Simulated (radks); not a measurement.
Species: B+. Configuration: [He] 2s2.

Calculated with a radial shooting solver on a logarithmic mesh with Libxc functionals: scalar-relativistic Kohn-Sham, r2SCAN, spin-polarised, spherical densities, finite nucleus; meta-GGA in the generalised Kohn-Sham scheme; Fermi nuclear charge, rms radius 2.406 fm; hard spherical wall at 1.5 bohr.

Energy parts (hartree):
total: -19.25121
kinetic: 36.90607
electron-nucleus: -65.14646
Hartree: 13.51291
exchange-correlation: -4.52373

Orbitals (lengths in bohr, moments of r in powers of bohr; r(max) is where P^2 peaks; r(90%) holds 90 % of the orbital's charge):
1s: occ. 2; eigenvalue (hartree) -5.91376; <r^2> 0.1528; r(max) 0.2135; r(90%) 0.607; <1/r> 4.575
2p: occ. 0; eigenvalue (hartree) 1.82069; <r^2> 0.7146; r(max) 0.8157; r(90%) 1.14; <1/r> 1.415
2s: occ. 2; eigenvalue (hartree) 2.26968; <r^2> 0.8136; r(max) 0.9355; r(90%) 1.19; <1/r> 1.939
3d: occ. 0; eigenvalue (hartree) 5.38057; <r^2> 0.9298; r(max) 0.9706; r(90%) 1.22; <1/r> 1.137
3s: occ. 0; eigenvalue (hartree) 12.45818; <r^2> 0.8066; r(max) 1.195; r(90%) 1.29; <1/r> 2.381

The highest occupied level is 2s at 61.761 eV. The configuration is held as typed, so some empty levels lie below it. The electron density at the nucleus is 89.85 e/bohr^3 (large components only). Summed over all electrons, <r^2> = 1.933 bohr^2, which gives a Langevin (diamagnetic) susceptibility term of -1.53 x 10^-6 cm^3/mol.
